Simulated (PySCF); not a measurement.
Spin-rotation constants: `Cc1nnn2c(C)c(Br)ccc12`, C8H8BrN3

Cartesian coordinates in Å; atom numbers follow the order of the lines, from 1:
```xyz
20

C     3.325    0.081   -0.309
C     1.926   -0.407   -0.218
N     1.607   -1.703   -0.146
N     0.331   -1.859   -0.068
N    -0.237   -0.659   -0.087
C    -1.575   -0.408   -0.020
C    -2.466   -1.592    0.093
C    -1.942    0.909   -0.056
Br   -3.783    1.388    0.046
C    -0.997    1.957   -0.159
C     0.333    1.670   -0.222
C     0.733    0.326   -0.184
H     3.806   -0.329   -1.195
H     3.890   -0.249    0.560
H     3.345    1.166   -0.359
H    -3.487   -1.349   -0.187
H    -2.081   -2.389   -0.540
H    -2.460   -1.962    1.119
H    -1.351    2.975   -0.184
H     1.077    2.445   -0.298
```

Computed with PySCF, GIAO PBE0/pcSseg-1 magnetisability, rotational g tensor and spin-rotation constants, non-relativistic, gas phase. Geometry: GFN2-xTB.

The calculation is non-relativistic, which matters for the atoms heavier than Zn.

Problem. Give the nuclear spin-rotation constants along the inertial axes (H = +C I·J) beside the isotropic shieldings.

Solution. Rotational constants 1.9206, 0.3748, 0.3148 GHz. A star marks the isotopologue with that one atom substituted, in its own axes.
| atom | isotope | Caa (kHz) | Cbb (kHz) | Ccc (kHz) | mean (kHz) | σ (ppm) |
| --- | --- | --- | --- | --- | --- | --- |
| N3 | 14N | 0.537 | 0.097 | 0.019 | 0.217 | -126.5 |
| N4 | 14N | 0.548 | 0.072 | 0.026 | 0.215 | -99.1 |
| N5 | 14N | 0.387 | 0.066 | 0.024 | 0.159 | -19.9 |
| Br9 | 79Br | 0.842 | 0.827 | 0.670 | 0.780 | 2081.2 |
| H13 | 1H | -0.088 | -0.040 | -0.005 | -0.044 | 28.7 |
| H14 | 1H | -0.094 | -0.040 | -0.004 | -0.046 | 28.7 |
| H15 | 1H | -0.178 | 0.007 | -0.034 | -0.068 | 29.3 |
| H16 | 1H | 0.041 | -0.036 | -0.030 | -0.008 | 28.5 |
| H17 | 1H | -0.125 | -0.016 | -0.017 | -0.052 | 28.0 |
| H18 | 1H | -0.206 | -0.029 | 0.002 | -0.078 | 28.9 |
| H19 | 1H | -0.061 | 0.013 | -0.032 | -0.027 | 24.3 |
| H20 | 1H | -0.141 | 0.029 | -0.032 | -0.048 | 24.0 |
| C1 | 13C* | 0.263 | 0.050 | 0.040 | 0.117 | 174.7 |
| C2 | 13C* | 0.813 | 0.137 | 0.059 | 0.337 | 47.7 |
| C6 | 13C* | 0.858 | 0.141 | 0.051 | 0.350 | 46.2 |
| C7 | 13C* | 0.289 | 0.052 | 0.044 | 0.128 | 167.7 |
| C8 | 13C* | 0.862 | 0.112 | 0.059 | 0.344 | 57.0 |
| C10 | 13C* | 0.688 | 0.168 | 0.044 | 0.300 | 54.8 |
| C11 | 13C* | 0.631 | 0.170 | 0.033 | 0.278 | 67.6 |
| C12 | 13C* | 0.754 | 0.163 | 0.045 | 0.320 | 49.3 |

For the geometry as given, no vibrational averaging.
